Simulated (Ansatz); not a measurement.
System: sum formula NaOH (charge +1, doublet). 
Geometry from a B3LYP-D3(BJ)/def2-TZVP (Ansatz, a program for electronic structure) optimisation:
```xyz
3

Na     0.0000     0.0000    -1.0648
O      0.0000     0.0000     1.1927
H      0.0000     0.0000     2.1705
```
Charge +1, spin multiplicity 2.

Basis-set convergence of Hartree-Fock and MP2 correlation energies (hartree) with Ansatz. Valence correlation only, unless marked. Open shells are spin-unrestricted. No spin-orbit coupling. No relativistic terms.

| basis | functions | E(HF) | E(corr, MP2) |
|---|---|---|---|
| def2-SVP | 34 | -236.97014 | -0.14933 |
| def2-TZVPP | 77 | -237.12070 | -0.19738 |
| def2-QZVPP | 145 | -237.13069 | -0.21548 |

Extrapolating the two largest sets (X = 3 and 4) as X^-3: E(corr) = (64·(-0.21548) - 27·(-0.19738))/37 = -0.2287 Eh, an estimate of the basis-set limit. The largest set recovers 94.2 % of it, the smallest 65.3 %.
